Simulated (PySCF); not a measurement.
## Correlation energy of I³⁺ (iodine, charge +3)

[Kr] 4d10 5s2 5p2, high-spin 3P determinant. Calculation: PySCF 2.14, in ANO-RCC-VTZP; scalar relativity by spin-free X2C-1e. Frozen: [Ar] 3d10; 22 electrons correlated.

| level | correlation energy (mhartree) |
| --- | --- |
| CCSD | -610.08 |
| (T) | -10.77 |
| CCSD(T) | -620.85 |

Diagnostics: T1 = 0.0051, D1 = 0.0249, largest double amplitude 0.072.

Cost of the coupled-cluster step: roughly 25 core-seconds, for 22 correlated electrons.

Iterations:

```
CC2 = 0
CCSD nocc = (np.int64(12), np.int64(10)), nmo = (54, 54)
frozen orbitals [[0, 1, 2, 3, 4, 5, 6, 7, 8, 9, 10, 11, 12, 13], [0, 1, 2, 3, 4, 5, 6, 7, 8, 9, 10, 11, 12, 13]]
max_cycle = 100
direct = 0
conv_tol = 1e-08
conv_tol_normt = 1e-06
diis_space = 8
diis_start_cycle = 0
Init t2, MP2 energy = -0.645816826065861
Init E_corr(UCCSD) = -0.645816826068188
cycle = 1  E_corr(UCCSD) = -0.599072690824144  dE = 0.0467441352  norm(t1,t2) = 0.0483959
cycle = 2  E_corr(UCCSD) = -0.610388700282865  dE = -0.0113160095  norm(t1,t2) = 0.0110212
cycle = 3  E_corr(UCCSD) = -0.609535753480185  dE = 0.000852946803  norm(t1,t2) = 0.00371137
cycle = 4  E_corr(UCCSD) = -0.610103006337653  dE = -0.000567252857  norm(t1,t2) = 0.00122409
cycle = 5  E_corr(UCCSD) = -0.610089360808441  dE = 1.36455292e-05  norm(t1,t2) = 0.000166763
cycle = 6  E_corr(UCCSD) = -0.61008176755883  dE = 7.59324961e-06  norm(t1,t2) = 2.7021e-05
cycle = 7  E_corr(UCCSD) = -0.610083225800896  dE = -1.45824207e-06  norm(t1,t2) = 6.10016e-06
cycle = 8  E_corr(UCCSD) = -0.610083281240953  dE = -5.54400572e-08  norm(t1,t2) = 8.06611e-07
cycle = 9  E_corr(UCCSD) = -0.610083222674865  dE = 5.85660883e-08  norm(t1,t2) = 1.49591e-07
cycle = 10  E_corr(UCCSD) = -0.610083222414007  dE = 2.60858002e-10  norm(t1,t2) = 2.14897e-08
UCCSD converged
E(UCCSD) = -7110.937206498796  E_corr = -0.610083222414007
UCCSD(T) correction = -0.0107655520525324
```
